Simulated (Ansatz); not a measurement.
SeS₃⁻, relaxed as a quartet with UKS r2SCAN-D4/def2-SVPD in Ansatz, starting from the r2SCAN-D4/def2-SVPD geometry of the charge -1 doublet. Force threshold 0.02 eV/Å.

In the quartet geometry the species has come apart into loosely held pieces. At r2SCAN-D4/def2-SVPD a doublet of charge -1 lies 0.66 eV below the quartet, each at its own geometry. The structure comes from a short search, and lower isomers may exist.

Start:

Cartesian coordinates in Å:
```
S -0.8319 -2.2345 -1.2380
S 0.0734 1.1217 -0.3311
S 0.8058 2.1977 1.1948
Se -0.0472 -1.0850 0.3742
```

Estimate the energy that the relaxation releases and the steps that it takes.

1.27 eV, in 18 steps; 43 s on 2 threads of Intel Xeon 6975P-C on a shared host. No frequencies were taken in this run, so the end may be a saddle point.

Does the start keep its bonding and symmetry?

Bonds lost: S2–Se4 (atoms count from 1). The end holds 2 separate pieces. Point group Cs at the start, C2 at the end, both within 0.05 Å; within 0.015 Å the end is Cs.

Predict the relaxed structure.


```xyz
4

S    -0.7770   -2.9634   -0.7469
S     0.2343    2.2513   -0.4177
S     0.7938    1.6912    1.3969
Se   -0.2512   -0.9792   -0.2323
```
Bond lengths: 1 × S–S 1.98 Å; 1 × S–Se 2.12 Å.
